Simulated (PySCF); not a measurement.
# Working out the ionisation energy of V⁺

V⁺ [Ar] 3d4 (5D) → V²⁺ [Ar] 3d3 (4F). All numbers are calculated (PySCF 2.14, scalar relativity by spin-free X2C-1e, in aug-cc-pVTZ-DK (8s7p5d3f2g, 93 functions)). Frozen: [Ar]. Energies in hartree (1 hartree = 27.21139 eV):

```tsv
part	V⁺ (lower)	V²⁺ (upper)
UHF	-947.915696	-947.431600
CCSD correlation	-0.052115	-0.021385
(T)	-0.000937	-0.000095
```

What does Hartree-Fock give?

(-947.431600) − (-947.915696) = 0.484096 hartree = 13.173 eV.

What do CCSD and CCSD(T) give?

The CCSD correlation energies differ by 0.030730 hartree = 0.836 eV and the triples by 0.000842 hartree = 0.023 eV, so CCSD gives 14.009 eV and CCSD(T) 14.032 eV.

Reference: 14.634 ± 0.007 eV (measured; NIST Atomic Spectra Database, ionization energies), between the lowest levels; spin-orbit coupling is absent from the calculation.

What remains against the reference includes basis incompleteness, the frozen core and higher excitations.
